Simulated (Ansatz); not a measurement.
Consider the ligand exchange at a Ge–O bond: `[OH][GeH2][F]` + H₂S → `[F][GeH2][SH]` + H₂O.

Gas-phase electronic energies from Ansatz, PBE0-D4/def2-TZVP geometries. CCSD(T)/CBS is the MP2 limit (def2-TZVPP, def2-QZVPP) plus CCSD(T) − MP2 in def2-TZVPP, frozen cores. This one scheme is used for every species. DFT in def2-TZVPP. For Ge outer-core shells are correlated without core-valence functions, which leaves a few kJ/mol of doubt a bond. Scalar relativity is left out up to krypton. One conformer a species, not always the lowest.

```
    level  ΔE (kJ/mol)
revPBE-D4        -18.3
     PBE0        -16.3
```

What does CCSD(T)/CBS give? (An estimate is asked.)

Computed: -13.0 kJ/mol. The listed levels differ from it by -5.3, -3.3 kJ/mol.

Largest T1 diagnostic among the species: 0.012.

At CCSD(T), def2-SVP lies +15.2 kJ/mol from the extrapolated value and def2-TZVPP +5.9 kJ/mol. Leaving LDA and LC-ωPBE aside and taking each functional with its dispersion term where it has one, the values, not all of them listed here, spread over 13.7 kJ/mol, from HSE06-D4 to CAM-B3LYP-D4. In def2-TZVPP, CCSD(T) changes the Hartree–Fock value by −8.0 kJ/mol (the triples alone add −1.5 kJ/mol) and MP2 by −10.3 kJ/mol.
